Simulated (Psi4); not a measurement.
CH7Cl2NSi2 (SMILES C[SiH2]N[SiH](Cl)Cl), singlet, geometry from GFN2-xTB, atoms displaced at random by about 0.03 Å a coordinate; HF/STO-3G, gradient run with Psi4.

Here is a job for Psi4.
```
memory 2 GB

molecule mol {
0 1
Si    0.888888   -0.445021    0.282591
Cl    1.953890   -1.116140   -1.244146
Cl    1.448462    1.432630    0.802843
N    -0.744386   -0.449982   -0.127494
Si   -2.068073    0.480742    0.492052
C    -3.631142   -0.212480   -0.332168
H     1.201696   -1.237348    1.480458
H    -0.968097   -1.129366   -0.837125
H    -1.970590    0.393085    1.965020
H    -1.831602    1.927366   -0.025690
H    -4.462094    0.339605    0.027487
H    -3.773876   -1.296131    0.010789
H    -3.580894   -0.149413   -1.380409
symmetry c1
no_reorient
no_com
}

set {
  basis sto-3g
  reference rhf
}

gradient('scf')
print_variables()
```

The log (banner, timings and long lists left out):

```
gradient() will perform analytic gradient computation.

   => Loading Basis Set <=

    Name: STO-3G
    Role: ORBITAL
    Keyword: BASIS

         ---------------------------------------------------------
                                   SCF
               by Justin Turney, Rob Parrish, Andy Simmonett
                          and Daniel G. A. Smith
                              RHF Reference
         ---------------------------------------------------------

  ==> Geometry <==

    Molecular point group: c1
    Full point group: C1

    Geometry (in Angstrom), charge = 0, multiplicity = 1:

       Center              X                  Y                   Z               Mass
    ------------   -----------------  -----------------  -----------------  -----------------
         SI           0.888888000000    -0.445021000000     0.282591000000    27.976926534650
         CL           1.953890000000    -1.116140000000    -1.244146000000    34.968852682000
         CL           1.448462000000     1.432630000000     0.802843000000    34.968852682000
         N           -0.744386000000    -0.449982000000    -0.127494000000    14.003074004430
         SI          -2.068073000000     0.480742000000     0.492052000000    27.976926534650
         C           -3.631142000000    -0.212480000000    -0.332168000000    12.000000000000
         H            1.201696000000    -1.237348000000     1.480458000000     1.007825032230
         H           -0.968097000000    -1.129366000000    -0.837125000000     1.007825032230
         H           -1.970590000000     0.393085000000     1.965020000000     1.007825032230
         H           -1.831602000000     1.927366000000    -0.025690000000     1.007825032230
         H           -4.462094000000     0.339605000000     0.027487000000     1.007825032230
         H           -3.773876000000    -1.296131000000     0.010789000000     1.007825032230
         H           -3.580894000000    -0.149413000000    -1.380409000000     1.007825032230

  Running in c1 symmetry.

  Rotational constants: A =      0.07417  B =      0.02807  C =      0.02145 [cm^-1]
  Rotational constants: A =   2223.52404  B =    841.51160  C =    643.04973 [MHz]
  Nuclear repulsion =  527.236987258739759

  Charge       = 0
  Multiplicity = 1
  Electrons    = 82
  Nalpha       = 41
  Nbeta        = 41

  ==> Algorithm <==

  SCF Algorithm Type is DF.
  DIIS enabled.
  MOM disabled.
  Fractional occupation disabled.
  Guess Type is SAD.
  Energy threshold   = 1.00e-08
  Density threshold  = 1.00e-08
  Integral threshold = 1.00e-12

  ==> Primary Basis <==

  Basis Set: STO-3G
    Blend: STO-3G
    Number of shells: 33
    Number of basis functions: 53
    Number of Cartesian functions: 53
    Spherical Harmonics?: true
    Max angular momentum: 1

   => Loading Basis Set <=

    Name: (STO-3G AUX)
    Role: JKFIT
    Keyword: DF_BASIS_SCF

  ==> Integral Setup <==

  SCF_SUBTYPE=INCORE selected. In-core MEM_DF algorithm will be used.
  Using in-core AOs.

  ==> MemDFJK: Density-Fitted J/K Matrices <==

    J tasked:                   Yes
    K tasked:                   Yes
    wK tasked:                   No
    Algorithm:                 Core
    Schwarz Cutoff:           1E-12
    Mask sparsity (%):       9.8968
    Fitting Condition:        1E-10

   => Auxiliary Basis Set <=

  Basis Set: (STO-3G AUX)
    Blend: DEF2-UNIVERSAL-JKFIT
    Number of shells: 244
    Number of basis functions: 790
    Number of Cartesian functions: 942
    Spherical Harmonics?: true
    Max angular momentum: 4

  Minimum eigenvalue in the overlap matrix is 2.2718305015E-01.
  Reciprocal condition number of the overlap matrix is 9.7950544912E-02.
    Using symmetric orthogonalization.

  ==> Pre-Iterations <==

  SCF Guess: Superposition of Atomic Densities via on-the-fly atomic UHF (no occupation information).

   -------------------------
    Irrep   Nso     Nmo
   -------------------------
     A         53      53
   -------------------------
    Total      53      53
   -------------------------

  ==> Iterations <==

                           Total Energy        Delta E     RMS |[F,P]|

   @DF-RHF iter SAD: -1571.98321500430552   -1.57198e+03   0.00000e+00
   @DF-RHF iter   1: -1575.66863751625101   -3.68542e+00   5.78738e-03 ADIIS/DIIS
   @DF-RHF iter   2: -1575.74964855642656   -8.10110e-02   1.27723e-03 ADIIS/DIIS
   @DF-RHF iter   3: -1575.75271011797031   -3.06156e-03   3.04027e-04 ADIIS/DIIS
   @DF-RHF iter   4: -1575.75296698411262   -2.56866e-04   7.48146e-05 DIIS
   @DF-RHF iter   5: -1575.75298533680348   -1.83527e-05   1.05292e-05 DIIS
   @DF-RHF iter   6: -1575.75298582582127   -4.89018e-07   2.14040e-06 DIIS
   @DF-RHF iter   7: -1575.75298584592429   -2.01030e-08   4.54218e-07 DIIS
   @DF-RHF iter   8: -1575.75298584671896   -7.94671e-10   9.67513e-08 DIIS
   @DF-RHF iter   9: -1575.75298584675761   -3.86535e-11   2.41999e-08 DIIS
   @DF-RHF iter  10: -1575.75298584676034   -2.72848e-12   5.29848e-09 DIIS
  Energy and wave function converged.

  ==> Post-Iterations <==

    Orbital Energies [Eh]
    ---------------------

    Doubly Occupied:

[...]
    Virtual:

[...]
    Final Occupation by Irrep:
              A
    DOCC [    41 ]
    NA   [    41 ]
    NB   [    41 ]

  @DF-RHF Final Energy: -1575.75298584676034

   => Energetics <=

    Nuclear Repulsion Energy =            527.2369872587397595
    One-Electron Energy =               -3235.8158474163992651
    Two-Electron Energy =                1132.8258743108992803
    Total Energy =                      -1575.7529858467603390

Computation Completed

Properties will be evaluated at   0.000000,   0.000000,   0.000000 [a0]

Properties computed using the SCF density matrix

 Multipole Moments:

 ------------------------------------------------------------------------------------
     Multipole            Electronic (a.u.)      Nuclear  (a.u.)        Total (a.u.)
 ------------------------------------------------------------------------------------

 L = 1.  Multiply by 2.5417464519 to convert [e a0] to [Debye]
 Dipole X            :          0.6377941           -1.9872681           -1.3494740
 Dipole Y            :         -1.2718095            0.5734714           -0.6983381
 Dipole Z            :         -2.8184679            3.2085943            0.3901265
 Magnitude           :                                                    1.5687431

 ------------------------------------------------------------------------------------

         ------------------------------------------------------------
                                   SCF GRAD
                          Rob Parrish, Justin Turney,
                       Andy Simmonett, and Alex Sokolov
         ------------------------------------------------------------

  ==> Geometry <==

    Molecular point group: c1
    Full point group: C1

    Geometry (in Angstrom), charge = 0, multiplicity = 1:

       Center              X                  Y                   Z               Mass
    ------------   -----------------  -----------------  -----------------  -----------------
         SI           0.888888000000    -0.445021000000     0.282591000000    27.976926534650
         CL           1.953890000000    -1.116140000000    -1.244146000000    34.968852682000
         CL           1.448462000000     1.432630000000     0.802843000000    34.968852682000
         N           -0.744386000000    -0.449982000000    -0.127494000000    14.003074004430
         SI          -2.068073000000     0.480742000000     0.492052000000    27.976926534650
         C           -3.631142000000    -0.212480000000    -0.332168000000    12.000000000000
         H            1.201696000000    -1.237348000000     1.480458000000     1.007825032230
         H           -0.968097000000    -1.129366000000    -0.837125000000     1.007825032230
         H           -1.970590000000     0.393085000000     1.965020000000     1.007825032230
         H           -1.831602000000     1.927366000000    -0.025690000000     1.007825032230
         H           -4.462094000000     0.339605000000     0.027487000000     1.007825032230
         H           -3.773876000000    -1.296131000000     0.010789000000     1.007825032230
         H           -3.580894000000    -0.149413000000    -1.380409000000     1.007825032230

  Nuclear repulsion =  527.236987258739759

  ==> Basis Set <==

  Basis Set: STO-3G
    Blend: STO-3G
    Number of shells: 33
    Number of basis functions: 53
    Number of Cartesian functions: 53
    Spherical Harmonics?: true
    Max angular momentum: 1

  ==> DFJKGrad: Density-Fitted SCF Gradients <==

    Gradient:                    1
    J tasked:                  Yes
    K tasked:                  Yes
    wK tasked:                  No
    Integrals threads:           1
    Schwarz Cutoff:          1E-12
    Fitting Condition:       1E-10

   => Auxiliary Basis Set <=

  Basis Set: (STO-3G AUX)
    Blend: DEF2-UNIVERSAL-JKFIT
    Number of shells: 244
    Number of basis functions: 790
    Number of Cartesian functions: 942
    Spherical Harmonics?: true
    Max angular momentum: 4

  -Total Gradient:
     Atom            X                  Y                   Z
    ------   -----------------  -----------------  -----------------
       1        0.033011526257     0.020258346490    -0.067160749403
       2       -0.034110679516     0.021375829690     0.046664187733
       3       -0.009821181032    -0.032581308529    -0.006203192735
       4        0.000862957947     0.003501960595    -0.000923289763
       5       -0.010832416855    -0.045989169226     0.019286279990
       6       -0.025050599103     0.047497907509    -0.069169397399
       7        0.002011617361    -0.009303960587     0.021340315923
       8        0.004207944096     0.002785017745     0.006196065096
       9        0.010680878280    -0.004816636317     0.027532496938
      10        0.013636658703     0.051252962880    -0.027078694835
      11        0.020734387427    -0.009562028862    -0.001346635142
      12       -0.004087370084    -0.045217013665     0.021882863879
      13       -0.001243723522     0.000798092250     0.028979749721

  Variable Map:
  ----------------------------------------------------------------------------
[...]
  Array Variable Map:
  ----------------------------------------------------------------------------
[...]
[...]
```
